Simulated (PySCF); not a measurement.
How methods differ on the fine-structure interval of Ti¹⁷⁺

Ti¹⁷⁺ [He] 2s2 2p1 [2p1/2^1, M_J = 1/2] → Ti¹⁷⁺ [He] 2s2 2p1 [2p3/2^1, M_J = 3/2], as a difference of total energies. Calculation: PySCF 2.14, in an uncontracted even-tempered set (17 s from 3.8 bohr⁻², ratio 2.4; 11 p from 4.9 bohr⁻², ratio 2.4; 5 d from 17 bohr⁻², ratio 2.6; 4 f from 26 bohr⁻², ratio 2.6); the two-component X2C-1e Hamiltonian. Correlated levels: nothing frozen; the 34 highest virtual spinors dropped. "Screened" scales the spin-orbit matrix elements by Boettger's factors to mimic the two-electron term; Breit and QED terms are absent.

```csv
method,fine-structure interval (cm⁻¹)
GHF (screened spin-orbit),59835
GMP2 (screened spin-orbit),58696
GHF (bare spin-orbit),65798
```
